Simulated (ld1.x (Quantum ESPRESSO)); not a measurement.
Os: variants of one PAW potential

Base potential:

- Element: Os (Z = 76)
- Generator: ld1.x (Quantum ESPRESSO) 7.5
- Type: PAW
- Functional: PBE
- Relativity: scalar-relativistic
- Frozen core: [Xe] 4f14
- Valence charge: 8
- Reference configuration: 5d5 6s0 6p0 (charge +3)
- Partial waves: 6s (bound, empty): rcut 2.20, rcutus 2.35 bohr; 6s channel at -1.9 Ry: rcut 2.20, rcutus 2.35 bohr; 6p (bound, empty): rcut 2.50, rcutus 3.15 bohr; 6p channel at 3.15 Ry: rcut 2.50, rcutus 3.15 bohr; 5d (bound): rcut 1.50, rcutus 1.75 bohr; 5d channel at -1.8 Ry: rcut 1.50, rcutus 1.75 bohr
- Local potential: all-electron potential smoothed inside 2.60 bohr (lloc = -1)
- Core correction: Bessel-smoothed model core inside 0.90 bohr
- Augmentation charge: PSQ, radius 1.25 bohr

All-electron outer shells of the reference configuration (PBE, scalar-relativistic, ld1.x):

| shell | level (eV) | outermost node (bohr) | outermost maximum (bohr) |
| --- | --- | --- | --- |
| 5p | -81.28 | 0.55 | 1.03 |
| 5d | -34.98 | 0.60 | 1.33 |
| 6s | -30.44 | 1.19 | 2.24 |
| 6p | -22.07 | 1.39 | 2.70 |

Cutoffs, loose and tight: the cutoffs (Ry, on a coarse ladder) from which the occupation-weighted sum of valence levels, in a spherical-Bessel basis at the reference potential, stays within 10 and 1 mRy of its value at 400 Ry. They do not see the model core or the augmentation charge, which bear on the density cutoff. Test errors are all-electron minus pseudo excitation energies from the reference, over the configurations 5d6 6s2 6p0; 5d6 6s1 6p0; 5d6 6s0 6p0; 5d6 6s1 6p1; 5d6 6s0 6p1; 5d6 6s0 6p2; 5d7 6s0 6p0. A dash means not determined; rows that change the core or the reference have their own tests. The largest error is taken over the tests solved by every variant that gives reliable tests at all: 5d6 6s0 6p0; 5d6 6s1 6p0; 5d6 6s2 6p0.

A true bound ghost makes a file unfit for plane-wave use even where its test errors are small: the radial tests pick states by their node count and pass the ghost by.

```tsv
change	outcome	cutoff, loose	cutoff, tight	bound ghosts	largest test error (meV)
base	generated	35 Ry	55 Ry	none	-95
waves 6p (bound): rcut 1.96, rcutus 2.08 bohr; 6p channel at 3.15 Ry: rcut 1.96, rcutus 2.08 bohr	generated	35 Ry	55 Ry	p	-95
waves 6p (bound): rcut 2.22, rcutus 2.36 bohr; 6p channel at 3.15 Ry: rcut 2.22, rcutus 2.36 bohr	generated	35 Ry	55 Ry	none	-95
waves 6p (bound): rcut 2.50, rcutus 2.70 bohr; 6p channel at 3.15 Ry: rcut 2.50, rcutus 2.70 bohr	generated	35 Ry	55 Ry	none	-95
waves 6p (bound): rcut 2.50, rcutus 3.14 bohr; 6p channel at 3.15 Ry: rcut 2.50, rcutus 3.14 bohr	generated	35 Ry	55 Ry	none	-95
waves 6p (bound): rcut 2.50, rcutus 3.30 bohr; 6p channel at 3.15 Ry: rcut 2.50, rcutus 3.30 bohr	generated	35 Ry	55 Ry	none	-95
waves 6p (bound): rcut 2.50, rcutus 3.66 bohr; 6p channel at 3.15 Ry: rcut 2.50, rcutus 3.66 bohr	generated	35 Ry	55 Ry	none	-95
waves 6p (bound): rcut 2.50, rcutus 4.06 bohr; 6p channel at 3.15 Ry: rcut 2.50, rcutus 4.06 bohr	generated	35 Ry	55 Ry	none	-95
waves 6p (bound): rcut 2.50, rcutus 4.46 bohr; 6p channel at 3.15 Ry: rcut 2.50, rcutus 4.46 bohr	generated	35 Ry	55 Ry	p	-95
waves 6p (bound): rcut 2.50, rcutus 4.74 bohr; 6p channel at 3.15 Ry: rcut 2.50, rcutus 4.74 bohr	generated	35 Ry	55 Ry	p	-95
```

Reading the sweep of the p radius (base included, trends over the rows without a ghost): The loose cutoff stays near 35 Ry. Bound ghosts are found at 2.08, 4.46, 4.74 bohr.
